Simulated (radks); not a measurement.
Spherical quantum dot in the effective-mass picture: electrons in a parabolic well V = omega^2 r^2 / 2 with omega = 0.585, with a point charge +1 (a donor) at the centre, all in effective atomic units (hartree* = m*/eps^2 hartree, bohr* = eps/m* bohr), one dielectric constant everywhere. Method: non-relativistic Kohn-Sham, LDA (Slater exchange, Perdew-Wang correlation), spin-polarised, spherical densities; computed with a radial shooting solver with Libxc functionals. Levels are named by radial order and angular momentum (1s, 1p, 1d, 2s, ...), and open shells are averaged over m.

N = 15, configuration 1s2 1p6 1d(up 5, down 0) 2s2. This is the lowest configuration that the search found. Occupied and some empty levels:

level    occupation  eigenvalue (hartree*)  <r> (bohr*)
1s up             1                 5.5146        1.827
1s down           1                 5.5515        1.752
1p up             3                 5.8722        2.675
1p down           3                 5.9335        2.659
2s up             1                 6.1157        2.508
2s down           1                 6.1584        2.563
1d up             5                 6.1913        3.058
1d down           0                 6.2558        3.067
1f up             0                 6.5425        3.350
1f down           0                 6.6049        3.370
2p up             0                 6.6469        2.929
2p down           0                 6.6869        2.940
1g up             0                 6.9243        3.599
1g down           0                 6.9820        3.625

Energy (hartree*): total 53.6407, kinetic 7.8063, external 13.302, Hartree 37.644, exchange-correlation -5.1119.
